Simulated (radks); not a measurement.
Q: Radial electron density D(r) = 4 pi r^2 rho(r) of an atom or ion with 10 electrons. All-electron calculation, scalar-relativistic Kohn-Sham, PBE, spin-polarised, spherical densities, finite nucleus; Fermi nuclear charge, rms radius of each element as measured or else 0.836 A^(1/3) + 0.57 fm. Program: a radial shooting solver on a logarithmic mesh with Libxc functionals.

r (bohr),D(r) (e/bohr)
0.001395,2.747
0.001731,3.971
0.002148,5.695
0.002666,8.083
0.003309,11.33
0.004107,15.64
0.005138,21.41
0.006377,28.28
0.007914,36.27
0.009822,44.86
0.01219,53.08
0.01513,59.58
0.01878,62.87
0.02349,62.00
0.02916,57.71
0.03618,52.81
0.04491,51.28
0.05574,55.81
0.06917,64.59
0.08585,70.64
0.1074,65.72
0.1333,48.74
0.1654,27.19
0.2053,10.71
0.2548,2.751
0.3163,0.4172
0.3925,0.03297
0.4911,0.001012

What is the nuclear charge?

A: Z = 50. The innermost maximum, from 1s, lies near gamma/Z bohr with gamma = sqrt(1 - (Z/c)^2) = 0.931, here 0.0186 bohr (found: 0.0200), and its height grows with Z. The density is that of the tin ion Sn40+ in [Ne]; the configuration itself is not fixed sharply by these data, and Z only to a few units. D(r) has 2 maxima, at r = 0.0200, 0.0886 bohr, and minima at 0.0428 bohr, inside which lie 2.08 electrons.
